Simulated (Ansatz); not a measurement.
Saddle point of SiH5BrO, closed shell (SiH₃BrO ([OH][SiH2][Br]) + H₂ → SiH₄O ([OH][SiH3]) + HBr; bonds formed: Si1–H7, Br2–H6; bonds broken: Si1–Br2, H6–H7), PBE0-D4/def2-TZVP structure:

Si1  (-0.584, -0.158, 0.002)
Br2  (2.117, -0.409, -0.423)
H3  (-0.659, -1.345, -0.860)
H4  (-1.885, 0.556, 0.000)
O5  (-0.201, -0.131, 1.572)
H6  (0.645, 0.766, -0.968)
H7  (-0.138, 1.131, -1.072)
H8  (0.706, -0.411, 1.749)
(Å)

Energies are electronic, without zero-point energy. Barriers and step energies count from the start structure reached by relaxing down the imaginary mode; all methods use the PBE0-D4 structures, on which another method's saddle can fall below an end. Computed with Ansatz 0.2.0 (basis: def2-TZVPP, with def2-QZVPP for the basis limit); correlated methods freeze the cores. Filled d shells of the heavier atoms are correlated. The def2 sets are not built for correlating such inner shells, so the correlated values are less sure here. B3LYP uses VWN-RPA correlation. Extrapolation: Hartree–Fock as exp(−7.88 √X), correlation as X^−2.97.

```tsv
method	barrier (kJ/mol)	step energy (kJ/mol)
SPW92	136.6	68.4
PBE-D4	168.0	77.5
BLYP-D4	183.0	74.7
r2SCAN-D4	?	81.6
B97M-V	192.9	72.2
PBE0-D4	181.9	77.8
B3LYP-D4	192.5	74.7
r2SCAN0-D4	189.5	81.1
BHLYP-D4	207.7	75.1
CAM-B3LYP-D4	?	70.8
wB97X-V	201.9	75.8
wB97M-V	197.3	78.2
B2PLYP	201.2	76.2
PBE-QIDH	196.7	80.2
RPA on PBE	209.3	67.9
HF	?	73.2
MP2	206.4	82.4
CCSD	213.1	70.9
CCSD(T)	206.2	72.8
```

Task: Fill in the withheld barriers. (An estimate is asked for; the value comes from the calculation.)

Result: Computed: r2SCAN-D4 180.9; HF 247.3; CAM-B3LYP-D4 198.1 kJ/mol. Each is the energy of the saddle less that of the start structure, by the same method.

For comparison, the barrier by CCSD(T) at an estimated basis limit (MP2 extrapolated from triple and quadruple zeta, plus CCSD(T) − MP2 in triple zeta) is 202.6 kJ/mol.

T1 diagnostic: at most 0.011.

Labels in which every atom is bracketed show which atoms are joined, not bond orders.

For scale, one of the runs: CCSD(T)/def2-TZVPP, 191 basis functions, launched by `ansatz run in.yaml --threads 4 --pin off --events-out ev --progress --plain --max-ram 9574MiB`. Hardware: 4 CPU threads of an Arm Neoverse V2, shared host. Wall time 53 s; peak host memory 2.1 GiB.
